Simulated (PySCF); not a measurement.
Bond length, frequency and bond energy of CsBr by level of theory

State: ¹Σ⁺ (singlet), closed shell. Set-up: basis Cs def2-SVP with ECP46, Br def2-SVP; scalar-relativistic core potentials; PySCF 2.14. De refers to Cs + Br in their high-spin ground configurations, without counterpoise correction. A positive dipole means Cs(−)Br(+).

```tsv
Level	Re (Å)	ωe (cm⁻¹)	De (eV)	μ (D)
RHF	3.215	145	3.08	-12.05
RHF-MP2	3.168	154	3.75	n/a
RHF-SCS-MP2	3.177	152	3.68	n/a
RHF-CCSD	3.174	153	3.56	n/a
RHF-CCSD(T)	3.172	153	3.59	n/a
LDA	3.070	164	4.28	-9.79
PBE	3.131	152	3.94	-10.25
PBEsol	3.099	157	4.10	-10.09
r²SCAN	3.146	152	4.09	-10.97
B3LYP	3.152	151	3.84	-10.70
PBE0	3.128	154	3.96	-10.81
LC-ωPBE	3.134	155	4.05	-11.41
```

Which functional lies closest to RHF-CCSD(T) in De, which farthest, and by how much do they differ from it?

Closest is B3LYP (-2.0 pm in Re, -1.3 % in ωe, +0.25 eV in De against RHF-CCSD(T) in the same basis), farthest LDA (-10.2 pm in Re, +7.2 % in ωe, +0.69 eV in De). CCSD(T) converges more slowly with the basis than the functionals do and binds too weakly in this one, so the order can change at the basis-set limit.

What does a quarter of exact exchange do here, going from PBE to PBE0?

PBE0 less PBE: -0.3 pm in Re, +1.3 % in ωe, +0.02 eV in De. Exact exchange removes part of the self-interaction that spreads semilocal densities, and in most molecules shortens and stiffens the bond and lowers De; here De goes the other way.

What does the step from GGA to meta-GGA do here, going from PBE to r²SCAN?

r²SCAN less PBE: +1.5 pm in Re, +0.0 % in ωe, +0.15 eV in De. 

Measured (Huber and Herzberg, Constants of Diatomic Molecules (1979)): Re = 3.072251 Å, ωe = 149.66 cm⁻¹.

Correlated steps freeze 9 core orbitals. Correlated levels converge slowly with the basis: in double zeta they bind strong bonds too weakly, by up to about 1 eV, and carry superposition errors of some tenths. Spin–orbit coupling is left out, which matters for elements this heavy, above all for dissociation energies. Where the molecule has an RHF reference, its open-shell atoms are computed with UHF.

The whole job (state search and all levels along the bond) took about 1.9 min on 1 thread of Arm Neoverse V2 (shared host), peak memory 0.72 GiB.
